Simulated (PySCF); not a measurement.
Species: NbS(CH2SiH3)3, C3H15NbSSi3 (singlet state).
Bonds: Nb1–S2, Nb1–C3, Nb1–C10, Nb1–C17, C3–Si4, C10–Si11, C17–Si18. Hydrogens: H5, H6 on C3; H7, H8, H9 on Si4; H12, H13 on C10; H14, H15, H16 on Si11; H19, H20 on C17; H21, H22, H23 on Si18.

Computed, not measured: PBE0-D3(BJ)/def2-SVP geometry optimisation, gas phase, def2 core potentials past Kr in PySCF.

Problem. How far are the bound atoms from Nb1?

Solution. 4 atoms: C10 2.120 Å, C3 2.120 Å, C17 2.121 Å, S2 2.140 Å. The nearest atom not counted as bound is H6, at 2.65 Å (others tie with it).

Problem. List the angles at Nb1.

Solution. 
| angle | degrees | distance of the outer atoms (Å) |
| --- | --- | --- |
| C10–Nb1–C17 | 112.4 | 3.52 |
| C3–Nb1–C17 | 112.2 | 3.52 |
| C3–Nb1–C10 | 111.9 | 3.51 |
| S2–Nb1–C10 | 106.8 | 3.42 |
| S2–Nb1–C3 | 106.5 | 3.41 |
| S2–Nb1–C17 | 106.5 | 3.41 |

Problem. What is the shape at Nb1?

Solution. Tetrahedral: angles from 106.5° to 112.4°; τ4 = (360° − α − β)/141° = 0.96 with α and β the two widest (0 for a square, 1 for a tetrahedron).

Problem. What are the other bond lengths?

Solution. C3–Si4, C10–Si11, C17–Si18 1.881 Å; C3–H5 and 5 like bonds 1.109 Å; Si4–H7 and 7 like bonds 1.495 Å; Si11–H16 1.500 Å.

Problem. Give some angles away from the centre.

Solution. Nb1–C3–Si4 115.2°.

Problem. What are the rotational constants (commonest isotopes, rigid rotor)?

Solution. A = 644.4, B = 615.1, C = 399.3 MHz: an asymmetric top.

Point group: near C3, missed by 0.23 Å at most; the miss may be what the optimiser left on a soft mode. Charge 0, singlet. Whether it is a minimum is left open (no frequencies).

The run took 6.1 min on Arm Neoverse V1, one thread, shared host, and the process peaked at 1.4 GiB of memory. This is the geometry optimisation.
